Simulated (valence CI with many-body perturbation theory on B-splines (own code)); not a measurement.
**Level structure of Yb LVIII**

Calculated by valence CI with perturbative core correlation (CI+MBPT): three valence electrons over a frozen Dirac-Fock core [Ne], a basis of 9 s, 9 p, 8 d, 6 f, 3 g, 1 h functions for each j, with the one-electron correlation potential Σ1 (screened to all orders), the two-electron term Σ2, the three-electron term Σ3, Breit, model QED; selected single and double excitations, second order for the rest, scaled by the run's own slope (own B-spline code, finite nucleus).

No measured spectrum was set against this ion. As an estimate, large intervals hold to a few tenths of a per cent, small ones and those within an open d or f shell to about a per cent.

Levels 1 to 35 of 35, with energies above the lowest level, (3s^2 3p1/2) J=1/2. "Leading %" is the weight of the configuration and term that name the level; weights of strongly mixed levels are sums over their largest components and can fall short, so below about 35 % the name and the second component can differ from the true leading terms, or belong to a minority configuration. In the jj column 3d3/2^4 stands for four electrons in 3d with j = 3/2.

```csv
No.,Configuration,Term,J,E (eV),Leading %,Leading jj,g
1,3s²3p,²P°,1/2,0.00,100,3s^2 3p1/2 (100 %),0.649
2,3s3p²,⁴P,1/2,153.04,54,3s 3p1/2^2 (99 %),2.132
3,3s²3p,²P°,3/2,279.14,99,3s^2 3p3/2 (99 %),1.322
4,3s3p²,⁴P,3/2,404.42,89,3s 3p1/2 3p3/2 (99 %),1.634
5,3s3p²,²D,5/2,421.15,60,3s 3p1/2 3p3/2 (97 %),1.340
6,3s3p²,²D,3/2,441.32,52,3s 3p1/2 3p3/2 (82 %),0.964
7,3s3p²,²P,1/2,450.56,70,3s 3p1/2 3p3/2 (98 %),1.252
8,3s²3d,²D,3/2,496.56,82,3s^2 3d3/2 (82 %),0.828
9,3s²3d,²D,5/2,552.02,96,3s^2 3d5/2 (96 %),1.200
10,3p³,²P°,3/2,592.24,31,3p1/2^2 3p3/2 (64 %),1.123
11,3s3p3d,⁴F°,3/2,605.63,64,3s 3p1/2 3d3/2 (77 %),0.662
12,3s3p3d,⁴F°,5/2,617.51,44,3s 3p1/2 3d3/2 (98 %),1.025
13,3s3p3d,⁴D°,1/2,642.01,59,3s 3p1/2 3d3/2 (99 %),0.392
14,3s3p3d,⁴D°,3/2,647.37,35,3s 3p1/2 3d3/2 (86 %),1.290
15,3s3p3d,⁴P°,5/2,681.24,38,3s 3p1/2 3d5/2 (99 %),1.350
16,3s3p3d,⁴F°,7/2,693.85,44,3s 3p1/2 3d5/2 (98 %),1.240
17,3s3p²,⁴P,5/2,695.53,59,3s 3p3/2^2 (98 %),1.424
18,3s3p3d,²F°,5/2,703.67,51,3s 3p1/2 3d5/2 (97 %),1.038
19,3s3p3d,²D°,3/2,708.54,37,3s 3p1/2 3d5/2 (88 %),1.110
20,3s3p²,²S,1/2,729.94,68,3s 3p3/2^2 (99 %),1.913
21,3s3p²,²P,3/2,736.28,61,3s 3p3/2^2 (98 %),1.193
22,3p²3d,²D,3/2,789.94,40,3p1/2^2 3d3/2 (99 %),0.773
23,3p³,²D°,5/2,865.22,70,3p1/2 3p3/2^2 (70 %),1.167
24,3p²3d,²D,5/2,866.52,32,3p1/2^2 3d5/2 (98 %),1.192
25,3p³,⁴S°,3/2,869.46,49,3p1/2 3p3/2^2 (92 %),1.413
26,3p³,²P°,1/2,884.95,82,3p1/2 3p3/2^2 (82 %),0.709
27,3s3p3d,⁴D°,3/2,897.29,43,3s 3p3/2 3d3/2 (98 %),1.295
28,3s3p3d,⁴P°,1/2,898.85,82,3s 3p3/2 3d3/2 (96 %),2.190
29,3s3p3d,⁴D°,5/2,900.35,43,3s 3p3/2 3d3/2 (80 %),1.230
30,3s3p3d,⁴F°,7/2,903.53,42,3s 3p3/2 3d3/2 (92 %),1.239
31,3s3p3d,²D°,3/2,928.77,63,3s 3p3/2 3d3/2 (86 %),0.983
32,3s3p3d,⁴F°,9/2,941.59,100,3s 3p3/2 3d5/2 (100 %),1.322
33,3s3p3d,²F°,5/2,942.05,67,3s 3p3/2 3d3/2 (91 %),0.959
34,3s3p3d,²P°,1/2,946.69,66,3s 3p3/2 3d3/2 (86 %),0.608
35,3s3p3d,²D°,5/2,963.07,47,3s 3p3/2 3d5/2 (96 %),1.337
```

The ionisation energy to 3s² ¹S0 of the next ion comes out as 5861.6 eV (NIST: 5860 ± 6 eV (theoretical)). All 35 levels together are meant to be complete up to 965.92 eV.
